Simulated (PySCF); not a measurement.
Positional isomers: pyridine hydroxy+boryl. All species are isolated molecules in the gas phase. One relaxed conformer stands for each flexible species; it need not be the lowest. Strings in code marks are SMILES.

The four lowest singlet excitations (Tamm–Dancoff). These are TPSSh-D3(BJ)/def2-TZVP // B3LYP-D3(BJ)/def2-SVP in PySCF values and carry that method's errors. Excitations are Tamm–Dancoff values on a coarser integration grid. The basis has no diffuse functions, so Rydberg states are missing or too high.

```csv
state,energy (eV),wavelength (nm),oscillator strength
S1,3.66,339,0.001
S2,4.11,301,0.137
S3,5.25,236,0.095
S4,5.31,233,0.000
```

Identify which member gives these states.
A. `Bc1cccnc1O`
B. `Bc1ncccc1O`
C. `Bc1cc(O)ccn1`
D. `Bc1cccc(O)n1`

D, `Bc1cccc(O)n1`
